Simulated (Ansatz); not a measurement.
C2H5BS. Total charge 0; spin multiplicity 1. The bonds changed during the relaxation, so this is another structure than the one it started from.

```xyz
9

S    -1.2274    0.5337    1.0100
C     0.0448   -0.6252    0.5772
B     0.5803    0.7900    0.2775
C     0.3639   -0.2700   -0.8497
H    -2.0683    0.4557   -0.0570
H     0.1866   -1.5252    1.1567
H     1.3029    1.6309    0.6946
H    -0.4497   -0.2473   -1.5765
H     1.2669   -0.7426   -1.2327
```

Q: What are the harmonic wavenumbers in cm⁻¹ at PBE0-D4/def2-TZVP (Ansatz, finite differences of forces, unscaled)? (Best estimate.)

A: Computed: 357, 402, 611, 689, 706, 765, 861, 899, 908, 945, 984, 1001, 1054, 1143, 1223, 1474, 2537, 2721, 3067, 3157, 3234.

Q: Is this a minimum?

A: Yes, all 21 modes are real.

Q: Give the ideal-gas thermochemistry at 298.15 K and 1 bar (rigid rotor, harmonic oscillator; point group C1, symmetry number 1).

A: Zero-point energy 171.9 kJ/mol; H(298) − E = 185.7 kJ/mol; entropy 281.4 J/(mol·K), of which translation 162.2, rotation 101.2, vibration 18.0; G(298) − E = 101.8 kJ/mol.

Q: And at 400, 500, 600, 800 and 1000 K?

A: 
```json
{"T (K)": "400", "H − E (kJ/mol)": "194.6", "S (J/mol/K)": "306.7", "G − E (kJ/mol)": "71.9"}
{"T (K)": "500", "H − E (kJ/mol)": "205.2", "S (J/mol/K)": "330.4", "G − E (kJ/mol)": "40.0"}
{"T (K)": "600", "H − E (kJ/mol)": "217.4", "S (J/mol/K)": "352.5", "G − E (kJ/mol)": "5.9"}
{"T (K)": "800", "H − E (kJ/mol)": "244.9", "S (J/mol/K)": "392.0", "G − E (kJ/mol)": "-68.7"}
{"T (K)": "1000", "H − E (kJ/mol)": "275.7", "S (J/mol/K)": "426.3", "G − E (kJ/mol)": "-150.6"}
```
